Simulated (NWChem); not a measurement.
CH$_{5}$InO$_{2}$; SMILES [CH3][In]([OH])[OH]

```xyz
9

In    -0.0314     0.0318    -0.0015
C     -0.0159     2.1720    -0.0015
H      1.0225     2.5184    -0.0857
H     -0.4524     2.5445     0.9356
H     -0.6028     2.5524    -0.8486
O      1.6448    -1.0525    -0.0004
H      1.4476    -1.9965     0.0027
O     -1.5859    -1.2361     0.0012
H     -2.4415    -0.7935     0.0005
```
Atoms are numbered in this order, from 1.

Level: PBE0/def2-SVP with def2 effective core potentials on In (NWChem), optimised geometry, unscaled harmonic frequencies. def2 effective core potentials on In; no spin-orbit coupling.

Problem. List the harmonic frequencies with IR intensities, and the thermochemistry.

Solution. 
```csv
frequency (cm⁻¹),IR intensity (km/mol)
5,0.0
107,5.2
133,14.3
144,22.0
273,101.3
342,102.2
509,2.0
600,83.8
614,72.4
721,28.6
728,41.9
779,56.7
813,105.7
1187,0.1
1428,1.7
1434,3.2
3079,3.0
3197,0.5
3207,0.2
3891,54.6
3902,41.5
```

```yaml
zero_point_energy: 38.7 kcal/mol
thermal correction to the enthalpy at 298.15 K (with zero-point energy): 44.0 kcal/mol
heat capacity Cv: 23.6 cal/(mol K)
entropy at 298.15 K and 1 atm (symmetry number 1): 91.2 cal/(mol K)
```

Rigid rotor and harmonic oscillator; modes under 100 cm⁻¹ make the entropy uncertain.
